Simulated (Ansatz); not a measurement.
`CC[SiH2]Br` + CH₃OH → `OC[SiH2]Br` + `CC` at 600 K and 1 bar (formal exchange of groups at the Si–C bond).

Program: Ansatz. Geometries: PBE0-D4/def2-TZVP. ΔE: electronic, gas phase. CCSD(T)/CBS is the MP2 limit (def2-TZVPP, def2-QZVPP) plus CCSD(T) − MP2 in def2-TZVPP, frozen cores. This one scheme is used for every species. For Br outer-core shells are correlated without core-valence functions, which leaves a few kJ/mol of doubt a bond. Scalar relativity is left out up to krypton. Each species was taken in one conformer, which may not be the lowest.

```csv
species,CCSD(T)/CBS energy (Eh),H − E (kJ/mol),S (J/(mol·K))
`CC[SiH2]Br`,-2942.77097,277.8,431.3
CH₃OH,-115.61712,163.6,277.3
`OC[SiH2]Br`,-2978.66534,211.9,414.0
`CC`,-79.71954,228.8,274.9
```

H − E and S are ideal-gas, rigid-rotor, harmonic terms from PBE0-D4/def2-TZVP, for one conformer and one mirror image of each species. 1 Eh = 2625.50 kJ/mol, R = 8.31446 J/(mol·K).

**Question.** By hand: ΔE, ΔH, ΔS and ΔG.

**Answer.** ΔE = (-2978.66534) + (-79.71954) − (-2942.77097) − (-115.61712) = 0.00321 Eh = 8.4 kJ/mol. Δ(H − E) = 211.9 + 228.8 − 277.8 − 163.6 = -0.7, so ΔH = 7.7 kJ/mol. ΔS = 414.0 + 274.9 − 431.3 − 277.3 = -19.7 J/(mol·K). ΔG = 7.7 − 600 × (-19.7)/1000 = 19.5 kJ/mol.

**Question.** By hand: the equilibrium constant, and the temperature at which ΔG would vanish if ΔH and ΔS stayed fixed.

**Answer.** log₁₀ K = −ΔG/(RT ln 10) = -1.7. ΔH and −TΔS have one sign here, so there is no such temperature.

TΔS isn't small against ΔH here. A doubt of 5 kJ/mol in ΔE shifts log₁₀ K by 0.4 here. Other conformers and mirror images would add mixing entropy, several J/(mol·K) or more a flexible species. These are equilibria of isolated gas molecules and say nothing of rates. Largest T1 diagnostic: 0.009 (customary marks: 0.02 for closed shells, 0.045 for open ones).
